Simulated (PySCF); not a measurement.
HOZn (SMILES [OH][Zn]), doublet, at a GFN2-xTB geometry (such geometries of metal compounds can be far from the true shape) (the spin is typed, not shown lowest). Base run: PySCF with PBE/6-31G*.

Input for PySCF:
```python
from pyscf import gto, scf, dft

mol = gto.M(
    atom='''
Zn   -0.28958372   -0.17587211   -0.27250456
O     0.94444494    0.48302783    0.89466334
H     1.13195202    1.41194083    1.01783020
''',
    basis='6-31g*',
    spin=1,
    verbose=4,
)

mf = dft.UKS(mol)
mf.xc = 'pbe'
mf.kernel()
mf.analyze()
```

Variants of this job, named by their change:

| change | ΔE vs base (mEh) | fitting functions | dipole (D) | outcome |
|---|---|---|---|---|
| base | 0.000 | - | 1.35 | converged |
| auxbasis = even-tempered beta=1.6 | -0.026 | 719 | 1.35 | converged |
| auxbasis = cc-pvtz-jkfit | - | - | - | input refused |
| auxbasis = cc-pvqz-jkfit | - | - | - | input refused |
| auxbasis = cc-pvtz-ri | - | - | - | input refused |
| auxbasis = even-tempered beta=2.0 | -0.198 | 482 | 1.35 | converged |
| auxbasis = even-tempered beta=3.0 | -31.153 | 318 | 1.35 | converged |
| auxbasis = def2-universal-jfit | -0.265 | 149 | 1.35 | converged |
| auxbasis = def2-svp-ri | -11523.0 | 205 | 1.34 | converged |
| auxbasis = def2-universal-jkfit | -0.088 | 359 | 1.35 | converged |

A fitting set is made for a task (jfit for Coulomb, jkfit for Coulomb and exchange, ri for correlation) and for a family of orbital bases.

Open shells are given as the SCF converged; they aren't shown to be the lowest states, and a large step between rows can be another state.

- auxbasis = cc-pvtz-jkfit: ended with `pyscf.lib.exceptions.BasisNotFoundError: Basis set not found for Zn in cc-pvtz-jkfit`
- auxbasis = cc-pvqz-jkfit: ended with `pyscf.lib.exceptions.BasisNotFoundError: Basis set not found for Zn in cc-pvqz-jkfit`
- auxbasis = cc-pvtz-ri: ended with `pyscf.lib.exceptions.BasisNotFoundError: Basis set not found for Zn in cc-pvtz-ri`
